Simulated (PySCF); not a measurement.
Excitation energy of Tc by level of theory

Tc [Kr] 4d5 5s2 (6S) → Tc [Kr] 4d5 5s1 6s1 (8S), as a difference of total energies. Computed with PySCF 2.14 in aug-cc-pwCVDZ-PP with ECP28MDF, with a scalar-relativistic core potential. Correlated levels: valence: 4s2 4p6 frozen. The calculations carry no spin-orbit coupling.

```
           method  excitation energy (cm⁻¹)
              UHF                     26326
    MP2 (valence)                     34603
SCS-MP2 (valence)                     37190
   CCSD (valence)                     35282
CCSD(T) (valence)                     35945
```

The promoted electron is Rydberg-like, and one or two diffuse shells describe it only roughly, which tends to raise the upper state.
